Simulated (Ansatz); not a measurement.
**Reading a saddle point**

A first-order saddle point of SiH2F4, singlet, PBE0-D4/def2-TZVP, with one imaginary mode of 1059i cm⁻¹:

```csv
atom,x (Å),y (Å),z (Å)
Si1,-0.3423,0.2080,-0.0157
F2,1.0354,-0.3421,1.0975
F3,-1.1553,0.3402,-1.3763
F4,-0.0174,1.7103,0.3021
F5,-1.3917,-0.5056,0.9079
H6,1.1570,-0.7191,-0.0059
H7,0.7144,-0.6916,-0.9096
```

Program: Ansatz 0.2.0. Basis: def2-TZVPP and def2-QZVPP. Cores are frozen in the correlated methods. Extrapolation: Hartree–Fock as exp(−7.88 √X), correlation as X^−2.97.

Q: Which contacts change along the imaginary mode, and what lies on either side? (Judge from chemistry; the calculation decides.)

A: By the calculation: The step is SiF₄ ([F][Si]([F])([F])[F]) + H₂ → SiHF₃ ([F][SiH]([F])[F]) + HF, with the molecules in contact on both sides. Shortening one way: Si1–H7, F2–H6; lengthening the same way: Si1–F2, H6–H7.
| pair | one side (Å) | saddle (Å) | other side (Å) |
| --- | --- | --- | --- |
| Si1–H7 | 3.84 | 1.65 | 1.46 |
| F2–H6 | 3.06 | 1.17 | 0.92 |
| Si1–F2 | 1.56 | 1.85 | 3.45 |
| H6–H7 | 0.75 | 1.01 | 3.18 |

Q: Which side is lower, and how far does the saddle lie above each? (Judge from chemistry; the value comes from the calculation.)

A: By the calculation: The side with Si1–F2, H6–H7 short is lower by 113.1 kJ/mol; the saddle lies 264.9 kJ/mol above it and 151.8 kJ/mol above the other (CCSD(T) at an estimated basis limit (MP2 extrapolated from triple and quadruple zeta, plus CCSD(T) − MP2 in triple zeta); electronic energies).

No T1 diagnostic of these runs exceeds 0.013.

Labels in which every atom is bracketed show which atoms are joined, not bond orders.

For scale, one of the runs: CCSD(T)/def2-TZVPP, 194 basis functions, launched by `ansatz run in.yaml --threads 4 --pin off --events-out ev --progress --plain --max-ram 9574MiB`. The run took 86 s on 4 CPU threads of an Intel Xeon (shared host), with 2.5 GiB of host memory at its peak.
